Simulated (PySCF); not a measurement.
Harmonic spectrum computed at PBE0 in the def2-TZVP basis family (core potentials from Rb on, PySCF, no spin–orbit coupling):

```json
{"ω (cm⁻¹)": "336", "IR (km/mol)": "16.7"}
{"ω (cm⁻¹)": "337", "IR (km/mol)": "13.3"}
{"ω (cm⁻¹)": "443", "IR (km/mol)": "0.2"}
{"ω (cm⁻¹)": "553", "IR (km/mol)": "4.3"}
{"ω (cm⁻¹)": "726", "IR (km/mol)": "533"}
{"ω (cm⁻¹)": "797", "IR (km/mol)": "58.4"}
```

Which molecule gave it? In each, all ligands are bound to the one heavy central atom.
A. AsF₃ (singlet)
B. InF₃ (singlet)
C. ClF₃ (singlet)
D. BrF₃ (singlet)

C. It has C2v symmetry with Cl–F 1.595 Å, Cl–F 1.694 Å (×2).
